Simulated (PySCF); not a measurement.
C4H7NSi, SMILES CC1=CN=C[SiH2]1. Coordinates come from a B3LYP-D3(BJ)/def2-SVP optimisation. The structure was generated by enumeration, and PubChem lists no compound with its InChIKey, so it may never have been made.

Computed equilibrium geometry at B3LYP-D3(BJ)/def2-SVP (PySCF confirms it by a frequency run) as a Z-matrix, and its point group:
point group Cs.
```
C
C 1 1.3534
H 2 1.0962 1 123.63
N 2 1.4293 3 115.06 1 180.00
C 4 1.2867 2 114.17 3 180.00
H 5 1.0987 4 118.63 2 180.00
C 1 1.4976 2 124.84 3 0.00
H 7 1.1020 1 111.69 2 0.00
H 7 1.1037 8 107.90 1 -122.75
H 7 1.1037 8 107.90 9 -114.50
Si 1 1.8823 2 104.87 3 180.00
H 11 1.4918 1 114.71 2 -116.41
H 11 1.4918 12 108.91 1 130.09
```
